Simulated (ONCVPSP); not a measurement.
**Ranking ONCV potentials for boron**

All share these settings but for the change named:

- Element: B
- Generator: ONCVPSP 4.0.1
- Type: optimised norm-conserving Vanderbilt (ONCV)
- Functional: PBEsol
- Relativity: scalar-relativistic
- Frozen core: [He]
- Valence charge: 3
- Reference configuration: 2s2 2p0.75 (charge +0.25)
- Partial waves: 2s: rc 1.60 bohr, ncon 4, nbas 8, qcut 4.5 1/bohr, 2 projectors, debl 1.8 Ha; 2p: rc 2.50 bohr, ncon 4, nbas 7, qcut 4.8 1/bohr, 2 projectors, debl 0.5 Ha; d scattering state at 0.06 Ha: rc 2.50 bohr, ncon 5, nbas 9, qcut 4.4 1/bohr, 1 projector
- Local potential: polynomial inside 1.15 bohr (lpopt 5, dvloc0 1 Ha)
- Core correction: Teter function, fcfact 2.75, rcfact 1.2

Test errors are all-electron minus pseudo excitation energies from the reference, over 2s2 2p1; 2s2 2p0; 2s1 2p0; 2s1 2p2. None of these files shows a bound ghost.

The base gives 124.1 meV.

Of 10 variants that were run, those that failed, showed a ghost or another fault, or gave nearly equal values are left out.

A variant can come out equal or close to the base, since the largest error may sit in a test that the change hardly touches while other tests move.

Question: Rank these variants by their largest absolute test error, smallest first.
A. core correction Teter function, fcfact 2.75, rcfact 1.94
B. core correction Teter function, fcfact 2.75, rcfact 1.32
C. core correction Teter function, fcfact 2.75, rcfact 2.04
D. core correction Teter function, fcfact 2.75, rcfact 0.98
E. core correction Teter function, fcfact 2.75, rcfact 1.7

Answer: C (29.9 meV), A (49.0 meV), E (82.2 meV), B (116.5 meV), D (132.5 meV).
